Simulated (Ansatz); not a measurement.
Ansatz (a program for electronic structure) input (B3LYP/6-31G* with LANL2DZ past Ar): The .json file joins the Basis Set Exchange's 6-31G* for atoms up to Ar and LANL2DZ past it.

Ansatz 0.2 input:
```yaml
crystal:
  periodic: [false, false, false]
  atoms:
    - {symbol: As, position_ang: [-0.00000000, 0.00000000, 0.00000000]}
    - {symbol: H, position_ang: [-0.86197295, -1.11952705, -0.48290933]}
    - {symbol: H, position_ang: [-0.54175901, 1.29760510, -0.50225273]}
    - {symbol: H, position_ang: [1.39142656, -0.18839641, -0.50791588]}
    - {symbol: H, position_ang: [0.01230540, 0.01031836, 1.49307793]}
basis:
  gaussian:
    orbitals: 6-31Gs+LANL2DZ.json
hamiltonian:
  xc: {name: B3LYP}
total_charge: 1
phonons: {temperatures: {t_min: 298.15, t_max: 298.15, t_step: 100}}
```

Output:

```
WARN ansatz: RAYON_NUM_THREADS=1 ignored (pool sized by the plan → 1); use --threads N
Functional definition: B3LYP
integrals: 0.00 GiB planned
280 factors; integrals over basis functions are off by at most 2.6e-4 eV
mean field: 0.05 GiB planned
mean field evaluation 1: about -222.4055 eV, gradient 8.6e0 eV
mean field evaluation 2: about -222.6356 eV, gradient 4.7e0 eV
mean field evaluation 4: about -222.7293 eV, gradient 3.9e-3 eV
mean field evaluation 8: about -222.7292 eV, gradient 2.8e-5 eV
mean field -222.72923483 eV, -8.1851484089 hartree, gradient 2.8e-5 eV, S^2 0.000000; 0 other end points of the search recorded, 0 dependent functions left out
the calculation of the forces begins
reference -222.72941029 eV, -8.1851548569 hartree; 4, 4 occupied and 12, 12 virtual orbitals, 280 factors
these checks for a lower state are left out or cut short: stability, starts, cluster_reference, orbital_swaps, neighbouring_geometries, increment
integrals: 0.00 GiB planned
280 factors; integrals over basis functions are off by at most 2.6e-4 eV
mean field: 0.05 GiB planned
mean field -222.72913273 eV, -8.1851446566 hartree, gradient 1.9e-6 eV, S^2 0.000000; 0 other end points of the search recorded, 0 dependent functions left out
the calculation of the forces begins
reference -222.72930819 eV, -8.1851511046 hartree; 4, 4 occupied and 12, 12 virtual orbitals, 280 factors
these checks for a lower state are left out or cut short: stability, starts, cluster_reference, orbital_swaps, neighbouring_geometries, increment
integrals: 0.00 GiB planned
280 factors; integrals over basis functions are off by at most 2.6e-4 eV
mean field: 0.05 GiB planned
mean field evaluation 16: about -222.7292 eV, gradient 2.3e-1 eV
mean field -222.72913273 eV, -8.1851446566 hartree, gradient 1.9e-6 eV, S^2 0.000000; 0 other end points of the search recorded, 0 dependent functions left out
the calculation of the forces begins
reference -222.72930819 eV, -8.1851511046 hartree; 4, 4 occupied and 12, 12 virtual orbitals, 280 factors
these checks for a lower state are left out or cut short: stability, starts, cluster_reference, orbital_swaps, neighbouring_geometries, increment
integrals: 0.00 GiB planned
280 factors; integrals over basis functions are off by at most 2.6e-4 eV
mean field: 0.05 GiB planned
mean field -222.72920384 eV, -8.1851472698 hartree, gradient 2.4e-6 eV, S^2 0.000000; 0 other end points of the search recorded, 0 dependent functions left out
the calculation of the forces begins
reference -222.72937928 eV, -8.1851537170 hartree; 4, 4 occupied and 12, 12 virtual orbitals, 280 factors
these checks for a lower state are left out or cut short: stability, starts, cluster_reference, orbital_swaps, neighbouring_geometries, increment
integrals: 0.00 GiB planned
280 factors; integrals over basis functions are off by at most 2.6e-4 eV
mean field: 0.05 GiB planned
mean field evaluation 32: about -222.7292 eV, gradient 3.1e-5 eV
mean field -222.72920395 eV, -8.1851472739 hartree, gradient 2.1e-6 eV, S^2 0.000000; 0 other end points of the search recorded, 0 dependent functions left out
the calculation of the forces begins
reference -222.72937943 eV, -8.1851537227 hartree; 4, 4 occupied and 12, 12 virtual orbitals, 280 factors
these checks for a lower state are left out or cut short: stability, starts, cluster_reference, orbital_swaps, neighbouring_geometries, increment
integrals: 0.00 GiB planned
280 factors; integrals over basis functions are off by at most 2.6e-4 eV
mean field: 0.05 GiB planned
mean field -222.72921247 eV, -8.1851475868 hartree, gradient 1.9e-6 eV, S^2 0.000000; 0 other end points of the search recorded, 0 dependent functions left out
the calculation of the forces begins
reference -222.72938791 eV, -8.1851540342 hartree; 4, 4 occupied and 12, 12 virtual orbitals, 280 factors
these checks for a lower state are left out or cut short: stability, starts, cluster_reference, orbital_swaps, neighbouring_geometries, increment
integrals: 0.00 GiB planned
280 factors; integrals over basis functions are off by at most 2.6e-4 eV
mean field: 0.05 GiB planned
mean field -222.72921250 eV, -8.1851475882 hartree, gradient 1.6e-6 eV, S^2 0.000000; 0 other end points of the search recorded, 0 dependent functions left out
the calculation of the forces begins
reference -222.72938798 eV, -8.1851540369 hartree; 4, 4 occupied and 12, 12 virtual orbitals, 280 factors
these checks for a lower state are left out or cut short: stability, starts, cluster_reference, orbital_swaps, neighbouring_geometries, increment
integrals: 0.00 GiB planned
280 factors; integrals over basis functions are off by at most 2.7e-4 eV
mean field: 0.05 GiB planned
mean field -222.72917852 eV, -8.1851463395 hartree, gradient 7.6e-7 eV, S^2 0.000000; 0 other end points of the search recorded, 0 dependent functions left out
the calculation of the forces begins
reference -222.72935401 eV, -8.1851527887 hartree; 4, 4 occupied and 12, 12 virtual orbitals, 280 factors
these checks for a lower state are left out or cut short: stability, starts, cluster_reference, orbital_swaps, neighbouring_geometries, increment
integrals: 0.00 GiB planned
280 factors; integrals over basis functions are off by at most 2.6e-4 eV
mean field: 0.05 GiB planned
mean field -222.72917809 eV, -8.1851463235 hartree, gradient 1.5e-6 eV, S^2 0.000000; 0 other end points of the search recorded, 0 dependent functions left out
the calculation of the forces begins
reference -222.72935352 eV, -8.1851527704 hartree; 4, 4 occupied and 12, 12 virtual orbitals, 280 factors
these checks for a lower state are left out or cut short: stability, starts, cluster_reference, orbital_swaps, neighbouring_geometries, increment
integrals: 0.00 GiB planned
280 factors; integrals over basis functions are off by at most 2.6e-4 eV
mean field: 0.05 GiB planned
mean field evaluation 64: about -222.7292 eV, gradient 4.9e-6 eV
mean field -222.72922529 eV, -8.1851480580 hartree, gradient 1.0e-6 eV, S^2 0.000000; 0 other end points of the search recorded, 0 dependent functions left out
the calculation of the forces begins
reference -222.72940074 eV, -8.1851545057 hartree; 4, 4 occupied and 12, 12 virtual orbitals, 280 factors
these checks for a lower state are left out or cut short: stability, starts, cluster_reference, orbital_swaps, neighbouring_geometries, increment
integrals: 0.00 GiB planned
280 factors; integrals over basis functions are off by at most 2.6e-4 eV
mean field: 0.05 GiB planned
mean field -222.72922527 eV, -8.1851480573 hartree, gradient 1.1e-6 eV, S^2 0.000000; 0 other end points of the search recorded, 0 dependent functions left out
the calculation of the forces begins
reference -222.72940074 eV, -8.1851545056 hartree; 4, 4 occupied and 12, 12 virtual orbitals, 280 factors
Total energy: -222.72941029 eV, -8.1851548569 hartree
Atom 0 at     0.000000     0.000000     0.000000 Å, force    -0.000003     0.000000    -0.000002 eV/Å
Atom 1 at    -0.861973    -1.119527    -0.482909 Å, force    -0.000004    -0.000005    -0.000002 eV/Å
Atom 2 at    -0.541759     1.297605    -0.502253 Å, force    -0.000003     0.000006    -0.000002 eV/Å
Atom 3 at     1.391427    -0.188396    -0.507916 Å, force     0.000010    -0.000001    -0.000004 eV/Å
Atom 4 at     0.012305     0.010318     1.493078 Å, force     0.000000     0.000000     0.000011 eV/Å
Dipole moment:     0.000001    -0.000000     0.000001 e Å
Vibrations: 855.68 855.68 855.69 1049.39 1049.39 2307.95 2362.89 2362.90 2362.91 cm⁻¹, zero-point energy 0.871762 eV
```

The blocks after the first are displaced geometries, from whose forces the wavenumbers follow.

The dipole moment of an ion depends on the origin.
